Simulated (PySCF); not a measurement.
## How methods differ on the ionisation energy of Bi⁷⁸⁺

Bi⁷⁸⁺ [He] 2s2 2p1 [2p1/2^1, M_J = 1/2] → Bi⁷⁹⁺ [He] 2s2, as a difference of total energies. Calculation: PySCF 2.14, in an even-tempered Gaussian basis (16 s from 71 bohr⁻², ratio 2.4; 13 p from 92 bohr⁻², ratio 2.4; 5 d from 290 bohr⁻², ratio 2.6; 4 f from 440 bohr⁻², ratio 2.6); the two-component X2C-1e Hamiltonian. Correlated levels: nothing frozen; the 22 highest virtual spinors dropped. "Screened" scales the spin-orbit matrix elements by Boettger's factors to mimic the two-electron term; Breit and QED terms are absent.

| method | ionisation energy (eV) |
| --- | --- |
| GHF (spin-free) | 22845.9 |
| GMP2 (spin-free) | 22845.9 |
| GHF (screened spin-orbit) | 24671.8 |
| GMP2 (screened spin-orbit) | 24669.0 |

Task: How much does correlation contribute at GMP2 (screened spin-orbit)?

Result: 24669.0 − (24671.8) = -2.8 eV, measured against GHF (screened spin-orbit).

For this ion Breit and QED terms and the two-electron picture change, all absent here, outweigh the correlation shift from GHF to GMP2.

The spin-free rows lack the spin-orbit shift.

For comparison: 24640 ± 120 eV (theoretical estimate listed by NIST; NIST Atomic Spectra Database, ionization energies).
